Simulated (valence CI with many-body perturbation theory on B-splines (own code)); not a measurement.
## E1 transitions of Hf65+

Calculated by valence CI with perturbative core correlation (CI+MBPT): five valence electrons over a frozen Dirac-Fock core [He], a basis of 11 s, 11 p, 10 d, 8 f, 5 g, 2 h functions for each j, with the one-electron correlation potential Σ1 (screened to all orders), the two-electron term Σ2, the three-electron term Σ3, Breit, model QED; selected single and double excitations, second order for the rest, scaled by the run's own slope (own B-spline code, finite nucleus).

The last digits are not significant, and no measured levels were compared; by estimate large intervals hold to a few tenths of a per cent, small ones and those within an open d or f shell to about a per cent. Among the levels kept, up to 7400 cm⁻¹ of a level comes from second order outside the variational space, and about a tenth of that is noise between levels of different J, which matters for small intervals.

Lines 201 to 250 of 600 in falling wavelength, among levels below 12064 eV, chosen from the strongest by gf and those to the six lowest levels. Wavelengths and rates use the calculated energies. Electric multipoles are in the length gauge, E1 and E2 with the static RPA response of the core. Weak lines are less certain than strong ones. Lines between different terms over intervals too small for the method are left out, as are lines whose strength nearly cancels. The highest levels of a list are the least certain.

Levels are named by their leading jj configuration (3d3/2^4 stands for four electrons in 3d with j = 3/2), which in mixed levels can hold well under half, so a name can repeat and another be missing. Letters in brackets count levels of one name in rising energy.

```csv
λ vac (Å),Upper,Lower,A (s⁻¹),S (a.u.) with core polarisation,S without
7.898,(2p1/2^2 2p3/2^2 3p3/2) J=7/2,(2s 2p1/2^2 2p3/2 3p3/2) J=5/2 [b],6.67e+12,1.30e-02,1.30e-02
7.884,(2p1/2^2 2p3/2^2 3p1/2) J=3/2,(2s 2p1/2^2 2p3/2 3p1/2) J=1/2,5.12e+12,4.95e-03,4.96e-03
7.881,(2p1/2^2 2p3/2^2 3p1/2) J=5/2,(2s 2p1/2^2 2p3/2 3p1/2) J=3/2 [b],5.97e+12,8.65e-03,8.67e-03
7.881,(2p1/2^2 2p3/2^2 3s) J=3/2,(2s 2p1/2^2 2p3/2 3s) J=3/2 [b],2.45e+12,2.37e-03,2.37e-03
7.850,(2s 2p1/2 2p3/2^2 3p3/2) J=5/2 [b],(2s^2 2p1/2 2p3/2 3p3/2) J=3/2 [a],2.42e+12,3.47e-03,3.47e-03
7.849,(2s 2p1/2 2p3/2^3) J=3/2 [a],(2s^2 2p1/2 2p3/2^2) J=3/2,7.16e+12,6.83e-03,6.84e-03
7.833,(2p1/2^2 2p3/2^2 3s) J=3/2,(2s 2p1/2^2 2p3/2 3s) J=1/2,4.95e+12,4.70e-03,4.71e-03
7.767,(2p1/2^2 2p3/2^2 3p3/2) J=3/2,(2s 2p1/2^2 2p3/2 3p3/2) J=1/2 [b],5.58e+12,5.16e-03,5.17e-03
7.767,(2s 2p1/2 2p3/2^2 3p3/2) J=1/2 [c],(2s^2 2p1/2 2p3/2 3p3/2) J=1/2 [b],4.85e+12,2.24e-03,2.25e-03
7.763,(2s 2p1/2 2p3/2^3) J=5/2,(2s^2 2p1/2 2p3/2^2) J=5/2,7.05e+12,9.76e-03,9.77e-03
7.760,(2s 2p1/2 2p3/2^2 3p3/2) J=7/2 [c],(2s^2 2p1/2 2p3/2 3p3/2) J=5/2 [b],2.54e+12,4.69e-03,4.70e-03
7.757,(2s 2p1/2 2p3/2^2 3d5/2) J=7/2 [c],(2s^2 2p1/2 2p3/2 3d5/2) J=5/2 [b],1.89e+12,3.49e-03,3.49e-03
7.753,(2s 2p1/2 2p3/2^2 3p3/2) J=5/2 [c],(2s^2 2p1/2 2p3/2 3p3/2) J=3/2 [b],2.89e+12,3.99e-03,3.99e-03
7.741,(2s 2p1/2 2p3/2^2 3d5/2) J=9/2 [c],(2s^2 2p1/2 2p3/2 3d5/2) J=7/2 [b],2.97e+12,6.79e-03,6.80e-03
7.725,(2s 2p1/2 2p3/2^2 3p3/2) J=3/2 [d],(2s^2 2p1/2 2p3/2 3p3/2) J=3/2 [b],4.14e+12,3.77e-03,3.77e-03
7.724,(2s 2p1/2 2p3/2^2 3d5/2) J=5/2 [d],(2s^2 2p1/2 2p3/2 3d5/2) J=5/2 [b],3.33e+12,4.55e-03,4.56e-03
7.721,(2s 2p1/2 2p3/2^2 3d5/2) J=7/2 [d],(2s^2 2p1/2 2p3/2 3d5/2) J=7/2 [b],1.34e+12,2.44e-03,2.45e-03
7.711,(2s 2p1/2 2p3/2^2 3d5/2) J=3/2 [c],(2s^2 2p1/2 2p3/2 3d5/2) J=3/2 [b],2.88e+12,2.61e-03,2.61e-03
7.708,(2s 2p1/2 2p3/2^2 3d5/2) J=3/2 [d],(2s^2 2p1/2 2p3/2 3d5/2) J=1/2,4.04e+12,3.65e-03,3.66e-03
7.706,(2s 2p1/2 2p3/2^3) J=1/2,(2s^2 2p1/2 2p3/2^2) J=1/2,5.04e+12,2.28e-03,2.28e-03
7.705,(2s 2p1/2 2p3/2^2 3d3/2) J=3/2 [c],(2s^2 2p1/2 2p3/2 3d3/2) J=5/2 [a],4.51e+12,4.08e-03,4.08e-03
7.701,(2s 2p1/2^2 2p3/2 3d5/2) J=7/2 [b],(2s^2 2p1/2^2 3d5/2) J=5/2,8.50e+12,1.53e-02,1.53e-02
7.698,(2s 2p1/2 2p3/2^2 3d5/2) J=1/2 [b],(2s^2 2p1/2 2p3/2 3d3/2) J=3/2 [b],4.75e+12,2.14e-03,2.14e-03
7.696,(2s 2p1/2 2p3/2^2 3d5/2) J=7/2 [e],(2s^2 2p1/2 2p3/2 3d5/2) J=7/2 [b],5.46e+12,9.82e-03,9.83e-03
7.692,(2s 2p1/2 2p3/2^2 3d5/2) J=5/2 [e],(2s^2 2p1/2 2p3/2 3d5/2) J=3/2 [b],4.15e+12,5.59e-03,5.60e-03
7.692,(2s 2p1/2^2 2p3/2 3p3/2) J=5/2 [b],(2s^2 2p1/2^2 3p3/2) J=3/2,9.23e+12,1.24e-02,1.25e-02
7.689,(2s 2p1/2^2 2p3/2 3d3/2) J=3/2 [b],(2s^2 2p1/2^2 3d3/2) J=3/2,8.43e+12,7.57e-03,7.58e-03
7.684,(2s 2p1/2 2p3/2^2 3d5/2) J=3/2 [d],(2s^2 2p1/2 2p3/2 3d5/2) J=3/2 [b],2.39e+12,2.14e-03,2.15e-03
7.678,(2s 2p1/2 2p3/2^2 3d5/2) J=7/2 [c],(2s^2 2p1/2 2p3/2 3d5/2) J=5/2 [a],1.84e+12,3.29e-03,3.29e-03
7.674,(2s 2p1/2 2p3/2^2 3p3/2) J=5/2 [e],(2s^2 2p1/2 2p3/2 3p3/2) J=5/2 [b],8.00e+12,1.07e-02,1.07e-02
7.671,(2p1/2 2p3/2^4) J=1/2,(2s 2p1/2 2p3/2^3) J=3/2 [b],2.03e+13,9.03e-03,9.04e-03
7.669,(2s 2p1/2 2p3/2^2 3s) J=1/2 [a],(2s^2 2p1/2 2p3/2 3s) J=3/2 [a],6.54e+12,2.91e-03,2.92e-03
7.666,(2s 2p1/2 2p3/2^3) J=3/2 [b],(2s^2 2p1/2 2p3/2^2) J=1/2,4.55e+12,4.04e-03,4.05e-03
7.662,(2s 2p1/2^2 2p3/2 3s) J=1/2,(2s^2 2p1/2^2 3s) J=1/2,9.67e+12,4.29e-03,4.30e-03
7.661,(2s 2p1/2 2p3/2^2 3p3/2) J=3/2 [f],(2s^2 2p1/2 2p3/2 3p3/2) J=1/2 [b],3.26e+12,2.89e-03,2.90e-03
7.660,(2s 2p1/2 2p3/2^2 3p3/2) J=3/2 [c],(2s^2 2p1/2 2p3/2 3p3/2) J=5/2 [a],5.49e+12,4.88e-03,4.88e-03
7.656,(2s 2p1/2 2p3/2^2 3p3/2) J=3/2 [e],(2s^2 2p1/2 2p3/2 3p3/2) J=3/2 [b],4.09e+12,3.62e-03,3.63e-03
7.654,(2s 2p1/2 2p3/2^2 3d5/2) J=3/2 [e],(2s^2 2p1/2 2p3/2 3d5/2) J=1/2,2.87e+12,2.54e-03,2.55e-03
7.654,(2s 2p1/2^2 2p3/2 3p1/2) J=1/2,(2s^2 2p1/2^2 3p1/2) J=1/2,1.00e+13,4.43e-03,4.43e-03
7.653,(2s 2p1/2 2p3/2^2 3d3/2) J=3/2 [f],(2s^2 2p1/2 2p3/2 3d3/2) J=1/2 [b],3.10e+12,2.74e-03,2.75e-03
7.653,(2s 2p1/2 2p3/2^3) J=5/2,(2s^2 2p1/2 2p3/2^2) J=3/2,4.46e+11,5.92e-04,5.93e-04
7.652,(2s 2p1/2^2 2p3/2 3d3/2) J=5/2 [b],(2s^2 2p1/2^2 3d3/2) J=3/2,8.47e+12,1.12e-02,1.12e-02
7.648,(2s 2p1/2 2p3/2^2 3d3/2) J=7/2 [c],(2s^2 2p1/2 2p3/2 3d3/2) J=7/2,1.04e+13,1.83e-02,1.83e-02
7.647,(2s 2p1/2^2 2p3/2 3p1/2) J=3/2 [b],(2s^2 2p1/2^2 3p1/2) J=1/2,9.59e+12,8.47e-03,8.48e-03
7.646,(2p1/2^2 2p3/2^3) J=3/2,(2s 2p1/2^2 2p3/2^2) J=3/2,1.47e+13,1.29e-02,1.30e-02
7.640,(2p1/2^2 2p3/2^3) J=3/2,(2s 2p1/2^2 2p3/2^2) J=1/2,3.38e+12,2.98e-03,2.98e-03
7.637,(2s 2p1/2 2p3/2^2 3d5/2) J=5/2 [c],(2s^2 2p1/2 2p3/2 3d5/2) J=7/2 [a],5.24e+12,6.91e-03,6.92e-03
7.636,(2s 2p1/2 2p3/2^2 3s) J=3/2 [d],(2s^2 2p1/2 2p3/2 3s) J=3/2 [b],1.15e+13,1.01e-02,1.01e-02
7.636,(2s 2p1/2 2p3/2^2 3d5/2) J=5/2 [d],(2s^2 2p1/2 2p3/2 3d5/2) J=3/2 [a],5.18e+12,6.83e-03,6.84e-03
7.633,(2s 2p3/2^4) J=1/2,(2s^2 2p3/2^3) J=3/2,1.59e+13,6.98e-03,6.99e-03
```
